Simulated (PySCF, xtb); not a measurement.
C₆H₅I, SMILES C=C/C(I)=C/C#C. The values are those of a single conformer.

Harmonic wavenumbers (cm⁻¹) from GFN2-xTB run with xtb at its own minimum, in rising order: 76, 97, 161, 197, 260, 338, 419, 423, 493, 548, 629, 665, 672, 802, 887, 965, 988, 1058, 1150, 1225, 1303, 1400, 1592, 1658, 2237, 3025, 3036, 3108, 3140, 3399.

Question: What does PBE0-D3(BJ)/def2-SVP run with PySCF 2.14.0 give at its own minimum? (An estimate is asked for; the answer gives what the named calculation found.)

Answer: 94, 105, 195, 198, 289, 381, 439, 489, 496, 612, 676, 695, 701, 860, 948, 981, 1004, 1059, 1178, 1268, 1315, 1417, 1658, 1715, 2226, 3156, 3163, 3178, 3283, 3489. Paired by order, the mean absolute difference is 45 cm⁻¹ and the zero-point energies are 51.4 and 53.3 kcal/mol.
